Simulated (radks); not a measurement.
Question: These are the eigenvalues of the occupied orbitals of an atom or ion with whole-number occupations (hartree). Calculated with a radial shooting solver on a logarithmic mesh with Libxc functionals: Dirac Kohn-Sham, LDA (Slater exchange, Perdew-Wang correlation), spin-unpolarised, spherical densities, finite nucleus; Fermi nuclear charge, rms radius of each element as measured or else 0.836 A^(1/3) + 0.57 fm.

orbital  eigenvalue
1s1/2     -2393.857
2s1/2     -409.7484
2p1/2     -391.5901
2p3/2     -347.8412
3s1/2     -93.84316
3p1/2     -85.75389
3p3/2     -76.38119
3d3/2     -62.60488
3d5/2     -60.55864
4s1/2     -19.40353
4p1/2     -16.08682
4p3/2     -13.93381
4d3/2      -8.46408
4d5/2      -8.06977
5s1/2      -3.11714
5p1/2      -2.17007
5p3/2      -1.87727
4f5/2      -1.31610
4f7/2      -1.25178
5d3/2      -0.70433
6s1/2      -0.69603

Which element is it, and in what charge state? The configuration may be excited. Open shells, if any, fill j = l - 1/2 first.

Answer: Z = 72, hafnium, charge +2: Hf2+ in [Xe] 4f14 5d1 6s1. The list shows which subshells hold electrons but not how many an open one holds; the 1s level, -2393.9 hartree, gives Z - s = 69.2 by -(Z - s)^2/2, which with screening and relativity narrows Z to a few neighbours, and the depths of the outer levels then fix element, charge and occupations together.
